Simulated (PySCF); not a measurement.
C3H2F2OSi.
SMILES with atom numbers: `[CH:1]#[C:2][C:3](=[O:4])[SiH:5]([F:6])[F:7]` (hydrogens: H8 on C1; H9 on Si5)

Computed by this run: PySCF, PBE0-D3(BJ)/def2-SVP geometry optimisation, gas phase; density fitting, grid level 1; the optimiser is geomeTRIC in internal coordinates, started from a GFN2-xTB structure with every atom displaced at random (about 0.01 Å).

Step 0: E = -18477.2404 eV
```
atom  x, y, z in Å  |  force x, y, z in eV/Å
C1      2.1701    0.7166    0.2485    0.225   0.399   0.090
C2      1.3201   -0.0379   -0.1558   -0.339  -0.262  -0.108
C3      0.2654   -0.9010   -0.6260    0.547  -0.741  -0.139
O4      0.5053   -2.0518   -0.9587   -0.613   0.488   0.056
Si5    -1.4586   -0.0743   -0.6680    0.660   0.713   0.792
F6     -1.7627    0.5241    0.7944   -0.014  -0.287   0.373
F7     -1.3391    1.2620   -1.5323    0.122   0.329  -0.757
H8      2.9007    1.4186    0.5836    0.282   0.171   0.150
H9     -2.5462   -0.8800   -1.0927   -0.869  -0.810  -0.457
```

Step 1: E = -18477.3325 eV
```
atom  x, y, z in Å  |  force x, y, z in eV/Å
C1      2.1827    0.7441    0.2393    0.035  -0.114  -0.052
C2      1.4051   -0.0922   -0.1746    0.151   0.169   0.077
C3      0.2803   -0.8779   -0.6159   -0.408   0.979   0.201
O4      0.2989   -2.0401   -0.9167    0.199  -1.058  -0.284
Si5    -1.4302    0.0045   -0.6519    0.183  -0.285  -0.101
F6     -1.7641    0.4330    0.8661   -0.059   0.218  -0.098
F7     -1.3811    1.3022   -1.6114   -0.060  -0.011   0.248
H8      2.9050    1.4522    0.6002    0.058   0.053   0.027
H9     -2.4415   -0.9495   -1.1421   -0.100   0.049  -0.018
```

Step 2: E = -18477.3577 eV
```
atom  x, y, z in Å  |  force x, y, z in eV/Å
C1      2.2159    0.7369    0.2387    0.071  -0.090  -0.030
C2      1.4126   -0.0797   -0.1656   -0.200   0.328   0.074
C3      0.2746   -0.8618   -0.6025    0.238  -0.027   0.012
O4      0.3599   -2.0311   -0.9122   -0.195  -0.106  -0.078
Si5    -1.4536   -0.0136   -0.6539    0.020  -0.154  -0.017
F6     -1.8242    0.4524    0.8439    0.012   0.059  -0.036
F7     -1.4176    1.2986   -1.5888    0.039   0.000   0.070
H8      2.9613    1.4280    0.5923    0.003  -0.012  -0.006
H9     -2.4739   -0.9533   -1.1590    0.011   0.003   0.009
```

Step 3: E = -18477.3631 eV
```
atom  x, y, z in Å  |  force x, y, z in eV/Å
C1      2.2116    0.7488    0.2382    0.068  -0.065  -0.017
C2      1.4008   -0.0634   -0.1594   -0.155  -0.100  -0.032
C3      0.2782   -0.8724   -0.5981    0.000  -0.201  -0.103
O4      0.3413   -2.0434   -0.9268    0.101   0.382   0.131
Si5    -1.4463   -0.0292   -0.6509   -0.056  -0.013   0.034
F6     -1.8245    0.4607    0.8366    0.000  -0.020   0.044
F7     -1.3937    1.2929   -1.5677    0.039   0.039  -0.066
H8      2.9656    1.4343    0.5863   -0.035  -0.006  -0.011
H9     -2.4780   -0.9519   -1.1651    0.038  -0.017   0.019
```

**Question.** Estimate the geometry and energy of step 4. (The exact step hangs on the optimiser's Hessian estimate; all steps are aligned on step 3, rigid shifts and turns removed.)

**Answer.** E = -18477.3672 eV, largest force 0.095 eV/Å
```
atom  x, y, z in Å  |  force x, y, z in eV/Å
C1      2.2178    0.7425    0.2386    0.056  -0.062  -0.017
C2      1.3958   -0.0580   -0.1589   -0.073   0.057   0.016
C3      0.2735   -0.8600   -0.5985    0.033  -0.058  -0.024
O4      0.3516   -2.0278   -0.9230    0.013   0.053   0.011
Si5    -1.4538   -0.0275   -0.6511   -0.028   0.003   0.021
F6     -1.8335    0.4603    0.8372   -0.005  -0.009   0.010
F7     -1.4018    1.2911   -1.5748    0.011   0.014  -0.027
H8      2.9786    1.4194    0.5865   -0.012   0.008  -0.002
H9     -2.4731   -0.9636   -1.1630    0.005  -0.006   0.012
```

The energy changes by -0.0041 eV. The first-order estimate −F·Δx gives -0.0066 eV and the mean of the old and new forces, exact on a quadratic surface, -0.0042 eV. The step makes an angle of 71° with the force vector and moves no atom by more than 0.020 Å.

The cost below is that of the whole optimisation. Time: 40 s; peak memory 0.45 GiB. Hardware: an Arm Neoverse V1 with one thread, on a shared host.
